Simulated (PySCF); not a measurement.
C5H9GaO3.
Numbering: `[CH3:1][O:2][CH2:3][Ga@@H-:4]1[O:5][CH:6]=[CH:7][CH:8]=[O+:9]1` (hydrogens: H10, H11, H12 on C1; H13, H14 on C3; H15 on Ga4; H16 on C6; H17 on C7; H18 on C8)

Structure used (PBE0-D3(BJ)/def2-SVP), in Å, numbered top down from 1:
```
atom  x, y, z in Å
C1    -2.5306    0.8298   -0.5769
O2    -1.3126    0.2940   -0.1695
C3    -1.4281   -0.9545    0.4669
Ga4    0.4105   -1.5194    0.9235
O5     1.2205    0.0426    1.7822
C6     1.8890    0.9236    1.1711
C7     2.3133    0.8883   -0.1595
C8     2.0696   -0.1963   -1.0058
O9     1.4251   -1.2475   -0.7307
H10   -3.2176    0.9939    0.2782
H11   -2.3355    1.7990   -1.0593
H12   -3.0496    0.1722   -1.3035
H13   -1.9162   -1.6998   -0.1977
H14   -2.0662   -0.8856    1.3742
H15    0.9378   -2.8052    1.6359
H16    2.1757    1.8036    1.7761
H17    2.8926    1.7278   -0.5433
H18    2.4939   -0.1550   -2.0264
```

Computed with TDDFT PBE0/def2-SVPD, vertical, gas phase, core orbitals frozen in the response in PySCF 2.14.0, density-fitted response routines. The PBE0/def2-SVPD calculation is non-relativistic and has no spin–orbit coupling, an omission that weighs most on gallium.

Transition dipole moments from the ground state, in atomic units and in the frame of the coordinates above (overall signs are arbitrary), for the states with f of 0.002 or more among the lowest 10:

```tsv
state	E (hartree)	μx	μy	μz
S1	0.1515	-0.046	0.270	0.521
S4	0.1914	0.069	-0.444	-0.864
S5	0.2075	-0.019	0.119	0.234
S6	0.2335	0.013	-0.070	-0.140
S7	0.2369	0.131	-0.148	0.091
S9	0.2486	-0.287	0.131	0.299
S10	0.2490	0.645	0.146	0.131
```

Question: Work out the oscillator strengths.

Answer: f = (2/3) ΔE |μ|² with ΔE in hartree (27.2114 eV).

```tsv
state	|μ|² (au)	|μ| (D)	f
S1	0.347	1.50	0.035
S4	0.948	2.47	0.121
S5	0.069	0.67	0.010
S6	0.025	0.40	0.004
S7	0.047	0.55	0.007
S9	0.189	1.11	0.031
S10	0.455	1.71	0.075
```

Question: Which bond between heavy atoms lies closest to the direction of the S4 transition dipole?

Answer: C7–C8 and C6–C7, at 28° from it; next Ga4–O5 and Ga4–O9 at 44°.

Question: What angle do the transition dipoles of S1 and S4 make?

Answer: |cos θ| = |μa·μb| / (|μa| |μb|) = 1.00, so θ ≈ 0° (taken between 0 and 90°, since the signs are arbitrary).

Question: What peak molar absorption coefficient would the strongest computed level give as a lone Gaussian band 0.4 eV wide at half height?

Answer: ε(max) = 2.175×10⁸ f / FWHM, with the width in cm⁻¹. S4: 2.175×10⁸ × 0.1210 / 3226 ≈ 8200 L mol⁻¹ cm⁻¹.

All these states lie below the vertical ionisation energy of 8.69 eV (ΔSCF).

One conformer stands for the species.
